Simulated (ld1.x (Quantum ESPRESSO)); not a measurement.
**Configuration tests for titanium (Ti) (ultrasoft)**

- Element: Ti
- Generator: ld1.x (Quantum ESPRESSO) 7.5
- Type: ultrasoft
- Functional: PBE
- Relativity: fully relativistic
- Frozen core: [Ar]
- Valence charge: 4
- Reference configuration: 3d2 4s1.5 4p0 (charge +0.5)
- Partial waves: 4s (bound): rcut 2.40, rcutus 3.25 bohr; 4s channel at 1.6 Ry: rcut 2.40, rcutus 3.25 bohr; 4p (bound, empty): rcut 2.65, rcutus 2.90 bohr; 4p channel at 1.05 Ry: rcut 2.65, rcutus 2.90 bohr; 3d (bound): rcut 1.55, rcutus 2.10 bohr; 3d channel at 4.55 Ry: rcut 1.55, rcutus 2.10 bohr
- Local potential: all-electron potential smoothed inside 3.15 bohr (lloc = -1)
- Core correction: none
- Augmentation charge: PSQ, radius 1.40 bohr

Open shells are filled in proportion to 2j + 1 (rel_dist='average').

Energies are relative to the spin-unpolarised reference configuration 3d2 4s1.5 4p0; without spin polarisation the order of configurations can differ from experiment. Not all tests gave a result: test run stopped at test 6 of 7 (negative rho).

| valence configuration | charge | ΔE all-electron (eV) | error AE − PS (meV) |
| --- | --- | --- | --- |
| 3d2 4s2 4p0 | 0 | -2.937 | +1.3 |
| 3d2 4s0 4p0 | +2 | 17.982 | +193 |
| 3d2.5 4s1.5 4p0 | 0 | -2.584 | -17 |

Question: What are ΔE and the potential's error for 3d1 4s2 4p1?

Answer: ΔE = 1.735 eV all-electron; the error (AE − PS) is -700 meV.

Question: What are ΔE and the potential's error for 3d2 4s1 4p0?

Answer: ΔE = 4.410 eV all-electron; the error (AE − PS) is +5.7 meV.

Levels in the configuration 3d1 4s2 4p1:

| level | all-electron (eV) | pseudo (eV) |
| --- | --- | --- |
| 3d j=3/2 | -9.357 | -8.709 |
| 3d j=5/2 | -9.300 | -8.653 |
| 4s j=1/2 | -6.221 | -6.522 |
| 4p j=1/2 | -2.593 | -2.164 |
| 4p j=3/2 | -2.552 | -2.019 |
